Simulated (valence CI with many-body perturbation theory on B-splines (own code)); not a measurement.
## Ge I: calculated level list

Computed by valence CI with perturbative core correlation (CI+MBPT): four valence electrons over a frozen Dirac-Fock core [Ar] 3d10, radial functions for each j: 11 s, 11 p, 9 d, 7 f, 5 g, 2 h, 1 i, with the one-electron correlation potential Σ1 (screened to all orders), the two-electron term Σ2, the three-electron term Σ3, Breit, model QED; selected single and double excitations, second order for the rest, scaled by the run's own slope (own B-spline code, finite nucleus).

Against 31 measured levels this calculation errs by 127 cm⁻¹ on average and by 262 at most. These come from a selection out of the NIST Handbook of Basic Atomic Spectroscopic Data. Levels without a partner in it may be off by more. Among the levels kept, up to 650 cm⁻¹ of a level comes from second order outside the variational space, and about a tenth of that is noise between levels of different J, which matters for small intervals.

Levels 1 to 45 of 74, with energies above the lowest level, 4s²4p² ³P_0. "Leading %" is the weight of the configuration and term that name the level; weights of strongly mixed levels are sums over their largest components and can fall short. In the jj column 3d3/2^4 stands for four electrons in 3d with j = 3/2.

```tsv
No.	Configuration	Term	J	E (cm⁻¹)	Leading %	Leading jj	g	Second component
1	4s²4p²	³P	0	0.0	94	4s^2 4p1/2^2 (70 %)		
2	4s²4p²	³P	1	563	94	4s^2 4p1/2 4p3/2 (94 %)	1.501	
3	4s²4p²	³P	2	1421	93	4s^2 4p3/2^2 (52 %)	1.495	
4	4s²4p²	¹D	2	7107	92	4s^2 4p1/2 4p3/2 (52 %)	1.006	
5	4s²4p²	¹S	0	16306	91	4s^2 4p3/2^2 (68 %)		
6	4s²4p5s	³P°	0	37387	91	4s^2 4p1/2 5s (91 %)		
7	4s²4p5s	³P°	1	37637	80	4s^2 4p1/2 5s (86 %)	1.435	12 % 4s²4p5s ¹P°
8	4s²4p5s	³P°	2	39044	91	4s^2 4p3/2 5s (91 %)	1.501	
9	4s²4p5s	¹P°	1	39937	77	4s^2 4p3/2 5s (84 %)	1.066	12 % 4s²4p5s ³P°
10	4s4p³	⁵S°	2	41664	94	4s 4p1/2 4p3/2^2 (52 %)	2.001	
11	4s²4p5p	¹P	1	45865	47	4s^2 4p1/2 5p1/2 (82 %)	0.796	41 % 4s²4p5p ³D
12	4s²4p5p	³D	1	46646	39	4s^2 4p1/2 5p3/2 (67 %)	0.973	24 % 4s²4p5p ¹P
13	4s²4p5p	³D	2	46723	76	4s^2 4p1/2 5p3/2 (78 %)	1.183	8 % 4s²4p5p ³P
14	4s²4p5p	³P	0	47383	85	4s^2 4p1/2 5p1/2 (79 %)		6 % 4s²4p5p ¹S
15	4s²4p5p	³P	1	47968	48	4s^2 4p3/2 5p3/2 (40 %)	1.368	18 % 4s²4p5p ¹P
16	4s²4p5p	³D	3	47989	91	4s^2 4p3/2 5p3/2 (91 %)	1.334	
17	4s²4p4d	¹D°	2	48291	64	4s^2 4p1/2 4d3/2 (44 %)	0.982	13 % 4s²4p4d ³F°
18	4s²4p5p	³P	2	48612	73	4s^2 4p3/2 5p1/2 (53 %)	1.426	12 % 4s²4p5p ³D
19	4s²4p4d	³D°	2	48693	49	4s^2 4p1/2 4d5/2 (43 %)	1.039	26 % 4s²4p4d ³F°
20	4s²4p4d	³D°	1	48757	69	4s^2 4p1/2 4d3/2 (57 %)	0.553	13 % 4s4p³ ³D°
21	4s²4p4d	³D°	3	48954	47	4s^2 4p1/2 4d5/2 (63 %)	1.239	29 % 4s²4p4d ³F°
22	4s²4p5p	³S	1	48955	68	4s^2 4p3/2 5p1/2 (59 %)	1.865	23 % 4s²4p5p ³P
23	4s²4p5p	¹D	2	49536	77	4s^2 4p3/2 5p3/2 (58 %)	1.060	10 % 4s²4p5p ³P
24	4s²4p4d	³F°	2	49880	50	4s^2 4p3/2 4d3/2 (58 %)	0.853	16 % 4s²4p4d ³D°
25	4s²4p4d	³F°	3	50132	56	4s^2 4p3/2 4d3/2 (36 %)	1.172	25 % 4s²4p4d ³D°
26	4s²4p4d	³F°	4	50610	88	4s^2 4p3/2 4d5/2 (88 %)	1.251	
27	4s²4p5p	¹S	0	50890	80	4s^2 4p3/2 5p3/2 (75 %)		6 % 4s²4p5p ³P
28	4s²4p4d	³P°	2	51271	79	4s^2 4p3/2 4d5/2 (55 %)	1.461	5 % 4s²4p4d ³D°
29	4s²4p4d	³P°	1	51545	75	4s^2 4p3/2 4d3/2 (66 %)	1.400	6 % 4s²4p4d ¹P°
30	4s²4p4d	³P°	0	51802	87	4s^2 4p3/2 4d3/2 (87 %)		
31	4s²4p6s	³P°	1	52002	51	4s^2 4p1/2 6s (78 %)	1.303	27 % 4s²4p6s ¹P°
32	4s²4p6s	³P°	0	52006	90	4s^2 4p1/2 6s (90 %)		
33	4s²4p4d	¹F°	3	52457	83	4s^2 4p3/2 4d3/2 (50 %)	1.009	
34	4s²4p4d	¹P°	1	52712	60	4s^2 4p3/2 4d5/2 (55 %)	1.129	20 % 4s²4p6s ³P°
35	4s²4p6s	³P°	2	53772	90	4s^2 4p3/2 6s (90 %)	1.501	
36	4s²4p6s	¹P°	1	54010	60	4s^2 4p3/2 6s (79 %)	1.101	20 % 4s²4p6s ³P°
37	4s²4p6p	³D	1	54757	61	4s^2 4p1/2 6p1/2 (89 %)	0.691	26 % 4s²4p6p ¹P
38	4s²4p6p	³P	1	55053	41	4s^2 4p1/2 6p3/2 (89 %)	1.384	21 % 4s²4p6p ³S
39	4s²4p6p	³D	2	55089	58	4s^2 4p1/2 6p3/2 (88 %)	1.183	19 % 4s²4p6p ¹D
40	4s²4p5d	³D°	2	55196	41	4s^2 4p1/2 5d5/2 (55 %)	1.177	13 % 4s²4p5d ³P°
41	4s²4p5d	³D°	1	55286	47	4s^2 4p1/2 5d3/2 (45 %)	0.594	14 % 4s4p³ ³D°
42	4s²4p6p	³P	0	55317	76	4s^2 4p1/2 6p1/2 (86 %)		14 % 4s²4p6p ¹S
43	4s²4p5d	³F°	2	55541	46	4s^2 4p1/2 5d3/2 (78 %)	0.853	32 % 4s²4p5d ¹D°
44	4s²4p5d	³D°	3	55544	39	4s^2 4p1/2 5d5/2 (55 %)	1.247	22 % 4s²4p5d ³F°
45	4s²4p6p	¹P	1	56501	47	4s^2 4p3/2 6p3/2 (60 %)	1.108	21 % 4s²4p6p ³P
```

Names give the largest LS component (configuration and term), which can be under half, so a name can repeat, a term be missing and a line seem to break the LS rules; names also repeat where a configuration has a term twice.

Where two levels of one J and parity lie close, their mixing, g and order are uncertain.

The ionisation energy to 4s²4p ²P°1/2 of the next ion comes out as 7.8802 eV (NIST: 7.89944 eV (measured)). All 74 levels together are meant to be complete up to 58484 cm⁻¹.
